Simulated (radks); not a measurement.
Excited configurations of the strontium ion Sr2+: one electron is placed in a higher orbital outside [Ar] 3d10 4s2 4p5. The ground configuration is [Kr]. Calculated with a radial shooting solver on a logarithmic mesh with Libxc functionals: scalar-relativistic Kohn-Sham, BLYP, spin-unpolarised, spherical densities, finite nucleus; Fermi nuclear charge, rms radius 4.224 fm. Excitation = E - E(ground); binding = E(ion) - E, where the ion is the core of charge +3; n* = 3/sqrt(2 binding) in atomic units, and the quantum defect is n - n*.

4f: excitation (eV) 35.003; binding (eV) 8.074; n* 3.894; quantum defect 0.106; eigenvalue (eV) -6.180
5s: excitation (eV) 23.967; binding (eV) 19.110; n* 2.531; quantum defect 2.469; eigenvalue (eV) -15.907
5p: excitation (eV) 28.089; binding (eV) 14.987; n* 2.858; quantum defect 2.142; eigenvalue (eV) -12.337
7s: excitation (eV) 36.897; binding (eV) 6.180; n* 4.451; quantum defect 2.549; eigenvalue (eV) -5.300
7p: excitation (eV) 37.638; binding (eV) 5.438; n* 4.745; quantum defect 2.255; eigenvalue (eV) -4.638
7d: excitation (eV) 38.864; binding (eV) 4.213; n* 5.391; quantum defect 1.609; eigenvalue (eV) -3.564

The Delta-SCF ionisation energy is 43.077 eV (NIST Atomic Spectra Database: 42.884 eV, measured). Self-interaction in the functional shifts the binding energies and quantum defects, so they are the method's values and not measured ones. Spin polarisation and multiplet splitting are left out, so open shells lie too high by an amount that depends on their filling.

Beside tabulated values, note that spin-unpolarised runs miss the spin-polarisation part of the exchange energy of open shells.
